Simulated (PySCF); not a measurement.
Working with the constants of HoI

UHF constants of HoI, quintet, about 11.0 electrons in the 4f shell (Mulliken), real f orbitals that mix terms (PySCF, spin-free X2C with a Gaussian nucleus, basis sets Ho x2c-SVPall, I x2c-SVPall; masses 164.9303 and 126.9045 u):

- ωe: 146.6 cm⁻¹
- ωexe: 0.236 cm⁻¹
- Be: 0.02605 cm⁻¹
- αe: 6.23e-05 cm⁻¹

Question: What force constant and bond length do these constants imply?

Answer: Reduced mass μred = 71.720 u; k = 5.8918×10⁻⁷·μred·ωe² (u, cm⁻¹, mdyn/Å) = 0.908 mdyn/Å; Re = √(16.8576/(μred·Be)) (u, cm⁻¹, Å) = 3.004 Å.

Question: Estimate the centrifugal constant D from the Kratzer relation and find the Dunham coefficient a1.

Answer: D = 4Be³/ωe² = 3.29e-09 cm⁻¹; a1 = −1 − αeωe/(6Be²) = -3.24.

Spin–orbit coupling is left out, which matters for elements this heavy, above all for dissociation energies. Hartree–Fock leaves out correlation, which carries a large part of most bond energies and some tenths to 1 eV of ionisation energies. The state is the lowest single determinant that the PBE0 search found; with open d or f shells the true ground state can be another one.
